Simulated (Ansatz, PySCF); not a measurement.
Molecule: BiI2, net charge 0, doublet state. It need not be the lowest isomer of its formula. SMILES: [I][Bi][I]
Geometry: optimised at B3LYP-D3(BJ)/def2-TZVP (Ansatz, a first-principles code).

Property: atomisation energy (electronic, to ground-state atoms), in kJ/mol. Valence correlation only, unless marked. Open shells are spin-unrestricted. No spin-orbit coupling. Frozen are the shells of the preceding noble gas and the d and f shells that filled before the atom's block. Past Kr the def2 sets carry scalar-relativistic core potentials. The coupled-cluster limit lacks core correlation, which all-electron functionals hold. CBS marks a two-point X^-3 extrapolation of the correlation energy; Hartree-Fock from the larger set. The bracket is a focal-point correction in the basis named.

```tsv
level	program	atomisation energy (kJ/mol)
HF/def2-TZVPD	PySCF	196.5
BLYP/def2-TZVPD	Ansatz	462.0
TPSSh/def2-TZVPD	PySCF	468.5
r2SCAN0/def2-TZVPD	Ansatz	429.7
CAM-B3LYP-D4/def2-TZVPD	Ansatz + dftd4	438.0
wB97X/def2-TZVPD	Ansatz	471.9
B2GP-PLYP-D4/def2-TZVPD	Ansatz + dftd4	429.2
MP2/def2-SVPD	Ansatz	356.5
RI-MP2/def2-TZVPP	Ansatz	399.5
SCS-MP2/def2-SVP	Ansatz	325.5
CCSD/def2-SVP	Ansatz	313.0
CCSD/def2-TZVPP	Ansatz	365.2
CCSD/def2-TZVPPD	Ansatz	370.3
RI-MP2/CBS(def2-TZVPP,def2-QZVPP)+[CCSD(T)-MP2]/def2-TZVPP	Ansatz	437.3
RI-MP2/CBS(def2-TZVPPD,def2-QZVPPD)+[CCSD(T)-MP2]/def2-TZVPPD	Ansatz	436.6
```
